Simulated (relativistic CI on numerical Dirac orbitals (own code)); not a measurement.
A reference radial Dirac CI calculation of Er I gave the lowest total energy -13070.85658 Ha in 63 SCF steps, from this input:

```
atom Er  Z=68  charge=0  electrons=68
nucleus A=166  rms_radius_fm=5.2516
hamiltonian dirac-coulomb  breit=on  qed=on  c_scale=1
orbitals kli  potential=per-configuration
slater_scale 1
correlation none
mixing on
grid step=0.0125 r_max=259.4
scf mixing=0.4 start=green max_iterations=150 tolerance=2e-08 node_fill=0.05
configurations
  [Xe] 4f12 6s2
  [Xe] 4f12 6s 6p
end
```

One setting was then changed (and the iteration limit cut to 71), and the output read:

```
SCF 1: [Xe] 4f12 6s2
 iter      energy (Ha)   residual   last orbital (Ha)
      1s not found; potential halved back
error: SCF of 1s2 2s2 2p6 3s2 3p6 3d10 4s2 4p6 4d10 4f12 5s2 5p6 6s2 stopped: an orbital could not be found
end: not converged
```

(1) Which setting was changed?
A. end of the grid
B. speed of light
C. start potential
D. SCF tolerance

## Answers

(1) B. The speed of light × 0.2. This setting is bad on purpose; its numbers may not be properties of the ion.
